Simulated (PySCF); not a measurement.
C3H3 (SMILES C#C[CH2-]), charge -1, singlet, at a GFN2-xTB geometry (in this run its highest filled SCF level lies above zero, so its values depend strongly on the basis, on diffuse functions most of all). Base run: BLYP/cc-pVDZ (PySCF).

Input for PySCF:
```python
from pyscf import gto, scf, dft

mol = gto.Mole()
mol.atom = '''
    C    -0.00058846   -0.06735310    0.13145175
    C     0.01272709    0.42165409    1.28692893
    C    -0.00916618   -0.23508926   -1.20054090
    H     0.00817204   -0.08669387    2.25254432
    H     0.90933867   -0.33006222   -1.78374476
    H    -0.93534543   -0.29851433   -1.77583821
'''
mol.basis = 'cc-pvdz'
mol.charge = -1
mol.verbose = 4
mol.build()

mf = dft.RKS(mol)
mf.xc = 'blyp'
mf.kernel()
```

The base run was repeated with changes; each row names its change, and settings that it needs were set with it.

```json
[
 {"change": "base", "ΔE vs base (mEh)": "0.000", "SCF cycles": "10", "outcome": "converged"},
 {"change": "conv_tol = 1e-11", "ΔE vs base (mEh)": "0.000", "SCF cycles": "11", "outcome": "converged"},
 {"change": "diis_space = 4", "ΔE vs base (mEh)": "0.000", "SCF cycles": "14", "outcome": "converged"},
 {"change": "conv_tol = 1e-7", "ΔE vs base (mEh)": "0.000", "SCF cycles": "9", "outcome": "converged"},
 {"change": "init_guess = atom", "ΔE vs base (mEh)": "0.000", "SCF cycles": "10", "outcome": "converged"},
 {"change": "conv_tol_grad = 1e-7", "ΔE vs base (mEh)": "0.000", "SCF cycles": "12", "outcome": "converged"},
 {"change": "diis = off; damp = 0.3 (with mf.diis_start_cycle = 200; with mf.max_cycle = 150)", "ΔE vs base (mEh)": "-", "SCF cycles": "150", "outcome": "not converged"},
 {"change": "damp = 0.5; diis_start_cycle = 5", "ΔE vs base (mEh)": "0.000", "SCF cycles": "12", "outcome": "converged"},
 {"change": "init_guess = huckel", "ΔE vs base (mEh)": "0.000", "SCF cycles": "12", "outcome": "converged"},
 {"change": "diis = off; damp = 0.6 (with mf.diis_start_cycle = 200; with mf.max_cycle = 150)", "ΔE vs base (mEh)": "0.000", "SCF cycles": "33", "outcome": "converged"},
 {"change": "diis_space = 12", "ΔE vs base (mEh)": "0.000", "SCF cycles": "10", "outcome": "converged"},
 {"change": "diis = off (with mf.max_cycle = 100)", "ΔE vs base (mEh)": "-", "SCF cycles": "100", "outcome": "not converged"},
 {"change": "DIIS = ADIIS", "ΔE vs base (mEh)": "0.000", "SCF cycles": "25", "outcome": "converged"}
]
```
